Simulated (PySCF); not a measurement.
CH11NSi3, SMILES C[SiH2]N[SiH2][SiH3]. Atoms are numbered in the order given.

```xyz
16

C     -2.3571     1.0426     0.7614
Si    -1.9966    -0.3852    -0.4005
N     -0.3681    -0.3701    -1.0347
Si     1.0854    -0.9287    -0.2503
Si     2.2777     0.8700     0.6836
H     -3.3887     0.9889     1.1447
H     -2.2323     2.0102     0.2505
H     -1.6713     1.0240     1.6233
H     -2.9365    -0.3295    -1.5637
H     -2.1796    -1.6737     0.3353
H     -0.2299     0.1897    -1.8721
H      1.9707    -1.6675    -1.2072
H      0.6654    -1.8615     0.8406
H      1.4311     1.5498     1.7154
H      3.5605     0.4428     1.3268
H      2.5983     1.8766    -0.3790
```

Geometry: PBE0-D3(BJ)/def2-SVP. This is a generated structure with no PubChem entry under its InChIKey; it may be hypothetical. The values are those of a single conformer.

Method: PySCF with B3LYP/pcSseg-1.

GIAO shieldings, no solvent; atoms listed in one row are averaged. δ = σ(ref) − σ: ¹³C against TMS (σ = 181.3 ppm); ²⁹Si against TMS (σ = 338.7 ppm); ¹⁵N against NH3 (σ = 265.5 ppm); ¹H against TMS (σ = 31.68 ppm), references at their B3LYP-D3(BJ)/def2-TZVP geometries, non-relativistic.

Computed chemical shifts:
```json
[
 {"nucleus": "¹³C", "atoms": "C1", "count": "1", "δ (ppm)": "4.6"},
 {"nucleus": "²⁹Si", "atoms": "Si2", "count": "1", "δ (ppm)": "-24.9"},
 {"nucleus": "²⁹Si", "atoms": "Si4", "count": "1", "δ (ppm)": "-42.8"},
 {"nucleus": "²⁹Si", "atoms": "Si5", "count": "1", "δ (ppm)": "-105.0"},
 {"nucleus": "¹⁵N", "atoms": "N3", "count": "1", "δ (ppm)": "12.2"},
 {"nucleus": "¹H", "atoms": "H12", "count": "1", "δ (ppm)": "5.33"},
 {"nucleus": "¹H", "atoms": "H13", "count": "1", "δ (ppm)": "5.20"},
 {"nucleus": "¹H", "atoms": "H9, H10", "count": "2", "δ (ppm)": "4.96"},
 {"nucleus": "¹H", "atoms": "H14, H15, H16", "count": "3", "δ (ppm)": "3.62"},
 {"nucleus": "¹H", "atoms": "H6, H7, H8", "count": "3", "δ (ppm)": "0.50"},
 {"nucleus": "¹H", "atoms": "H11", "count": "1", "δ (ppm)": "-0.51"}
]
```
